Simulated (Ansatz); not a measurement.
`N[SiH2]O[SiH](N)O` and `N[Si@H](F)O[Si@@H](N)O` differ in one atom or group.

Ansatz, PBE0-D4/def2-TZVP geometries, multiplicity 1. Each molecule was computed in one conformer, which needn't be the lowest.

```tsv
property	`N[SiH2]O[SiH](N)O`
size of the dipole moment (B3LYP/def2-TZVPP) / D	2.92
size of the dipole moment (ωB97M-V/def2-TZVPP) / D	2.94
LUMO energy (B3LYP/def2-TZVPP) / eV	0.19
HOMO energy (PBE/def2-TZVPP) / eV	-6.19
HOMO–LUMO gap (PBE0/def2-TZVPP) / eV	8.13
LUMO energy (PBE/def2-TZVPP) / eV	-0.33
```

(1) What does the change do to each property? (Estimate.)

## Answers

(1) Computed: 
```
                                          property  `N[Si@H](F)O[Si@@H](N)O`  shift
  size of the dipole moment (B3LYP/def2-TZVPP) / D                      1.27  -1.65
size of the dipole moment (ωB97M-V/def2-TZVPP) / D                      1.28  -1.66
               LUMO energy (B3LYP/def2-TZVPP) / eV                      0.56   0.37
                 HOMO energy (PBE/def2-TZVPP) / eV                     -6.20  -0.01
              HOMO–LUMO gap (PBE0/def2-TZVPP) / eV                      8.56   0.43
                 LUMO energy (PBE/def2-TZVPP) / eV                      0.07   0.40
```

Dipoles are sizes alone; their direction can turn.

B3LYP here is the variant with VWN-RPA as its local correlation; programs differ in this.
